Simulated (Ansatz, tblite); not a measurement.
Forces on Zn₅⁺ at its PBE/def2-SVP geometry. The state is a doublet with charge 1.

The xTB rows come from tblite. The structure comes from a short search, and lower isomers may exist.

GFN1-xTB (tblite), largest force 0.26 eV/Å:

```xyz
5
positions Å, forces eV/Å
Zn    0.001    1.518   -0.383    0.000    0.253   -0.064
Zn   -1.899   -0.219   -0.874   -0.054   -0.006   -0.024
Zn   -0.581   -0.459    1.380   -0.096   -0.076    0.229
Zn    1.900    0.220    0.873    0.053    0.006    0.025
Zn    0.580   -1.060   -0.996    0.097   -0.177   -0.166
```

GFN2-xTB (tblite), largest force 0.82 eV/Å:

```
Zn 0.000 0.799 -0.202
Zn -0.082 -0.010 -0.036
Zn -0.305 -0.241 0.724
Zn 0.081 0.009 0.038
Zn 0.305 -0.558 -0.524
```

PBE/def2-TZVP (Ansatz), largest force 0.46 eV/Å:

```
Zn 0.000 0.450 -0.114
Zn -0.345 -0.040 -0.158
Zn -0.172 -0.135 0.408
Zn 0.344 0.039 0.159
Zn 0.172 -0.314 -0.295
```
